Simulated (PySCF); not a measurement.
Zn(SeH)(SiH3) (H4SeSiZn), SMILES [Zn]([SeH])[SiH3].

The structure is a stationary point at B3LYP-D3(BJ)/def2-SVP. The structure was generated by enumeration; whether it is a known compound was not checked. One conformer was computed; it need not be the lowest.

Level of theory: B3LYP-D3(BJ)/def2-SVP in PySCF.

Frequencies are harmonic and unscaled.

A small imaginary wavenumber (i) marks a very flat motion, where grid noise or a shallow saddle decides the sign.

Computed normal modes with their intensities:
| mode | ν (cm⁻¹) | IR (km/mol) | Raman (Å⁴/amu) | depolarisation | moving atoms (share of kinetic energy) |
|---|---|---|---|---|---|
| 1 | 19i | 3.6 | 5.3 | 0.75 | H 99 % |
| 2 | 72 | 5.0 | 0.2 | 0.69 | Zn 55 %, Si 21 %, Se 12 %, H 11 % |
| 3 | 74 | 3.7 | 0.0 | – | Zn 56 %, Si 21 %, Se 12 %, H 10 % |
| 4 | 223 | 6.5 | 31.9 | 0.27 | Se 45 %, Si 42 % |
| 5 | 358 | 24.8 | 4.2 | 0.23 | Zn 55 %, Si 32 %, Se 9 % |
| 6 | 442 | 3.2 | 4.3 | 0.72 | H 89 %, Si 10 % |
| 7 | 451 | 5.6 | 2.0 | 0.73 | H 88 %, Si 10 % |
| 8 | 542 | 4.2 | 1.6 | 0.75 | H 96 % |
| 9 | 868 | 337.8 | 1.4 | 0.58 | H 91 %, Si 9 % |
| 10 | 942 | 37.3 | 32.3 | 0.75 | H 98 % |
| 11 | 943 | 37.2 | 32.5 | 0.75 | H 98 % |
| 12 | 2192 | 88.3 | 285.1 | 0.00 | H 99 % |
| 13 | 2200 | 100.6 | 158.3 | 0.73 | H 96 % |
| 14 | 2202 | 100.7 | 156.7 | 0.75 | H 96 % |
| 15 | 2390 | 19.3 | 148.6 | 0.32 | H 99 % |
